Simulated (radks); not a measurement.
All-electron atom: Nd XXXIV in [Ar] 3d9 (the NIST ground configuration).

Method: Dirac Kohn-Sham, BLYP, spin-unpolarised, spherical densities, finite nucleus; open shells fill j = l - 1/2 first; Fermi nuclear charge, rms radius 4.9123 fm; computed with a radial shooting solver on a logarithmic mesh with Libxc functionals.

Energy parts (eV):
part                      energy
total                 -244621.34
kinetic                264820.29
electron-nucleus      -558751.45
Hartree                 54147.59
exchange-correlation    -4837.78

Orbitals (lengths in bohr, moments of r in powers of bohr; r(90%) holds 90 % of the orbital's charge):
orbital  occ.  eigenvalue (eV)      <r^2>  r(90%)  <1/r>      <r>
1s1/2       2        -44711.18  0.0007597  0.0426  66.05  0.02363
2s1/2       2        -8322.436    0.01190   0.156  15.68   0.1002
2p1/2       2        -7953.574   0.008687   0.138  15.66  0.08394
2p3/2       4        -7429.991   0.009921   0.146  14.07  0.09030
3s1/2       2        -2734.443    0.07687   0.380  5.829   0.2595
3p1/2       2        -2579.589    0.07146   0.371  5.751   0.2483
3p3/2       4        -2468.522    0.07789   0.387  5.355   0.2596
3d3/2       4        -2205.950    0.06153   0.356  5.232   0.2294
3d5/2       5        -2181.236    0.06329   0.360  5.131   0.2329
4s1/2       0        -1323.928     0.3098   0.743  2.810   0.5250
4p1/2       0        -1260.412     0.3104   0.749  2.752   0.5238
4p3/2       0        -1225.133     0.3300   0.771  2.619   0.5404

The highest occupied level is 3d5/2 at -2181.2 eV. The density falls to 0.001 e/bohr^3 at r = 0.83 bohr. For comparison, the ionisation energy in NIST's Atomic Spectra Database is 2224 eV (theoretical). In exact Kohn-Sham theory the highest level is minus the ionisation energy, but local and semilocal functionals leave it too shallow, through self-interaction and a potential that decays too fast; potentials with the right tail come closer. The electron density at the nucleus is 4.518e+05 e/bohr^3. Summed over all electrons, <r^2> = 1.253 bohr^2, which gives a Langevin (diamagnetic) susceptibility term of -0.993 x 10^-6 cm^3/mol.

Beside tabulated values, note that spin-unpolarised runs miss the spin-polarisation part of the exchange energy of open shells.
